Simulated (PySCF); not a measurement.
C₂H₆ClGa, SMILES [CH3][Ga]([CH3])[Cl] (PBE0/def2-SVP optimised geometry):

```
10

Ga    -0.185    -0.223     0.000
C     -1.500     1.224     0.000
H     -2.101     1.174    -0.922
H     -1.031     2.217     0.064
H     -2.191     1.098     0.847
C      1.772    -0.223     0.000
H      2.137    -0.676    -0.935
H      2.144    -0.844     0.830
H      2.191     0.789     0.091
Cl    -1.067    -2.217    -0.012
```

Calculation: PBE0/def2-TZVP run with PySCF.

Task: What are the frontier orbital energies and the dipole moment?

Result: HOMO-2 -8.97 eV, HOMO-1 -8.70 eV, HOMO -7.84 eV, LUMO -0.90 eV, LUMO+1 0.13 eV; dipole moment 2.82 D.

On the same geometry PBE/def2-TZVP run with PySCF gives HOMO-2 -7.58 eV, HOMO-1 -7.31 eV, HOMO -6.56 eV, LUMO -1.70 eV, LUMO+1 -0.70 eV; dipole moment 2.72 D.

Meta-Löwdin charges at PBE0/def2-TZVP: Ga1 0.70, C2 -0.58, H3 0.14, H4 0.13, H5 0.14, C6 -0.58, H7 0.14, H8 0.14, H9 0.13, Cl10 -0.35.
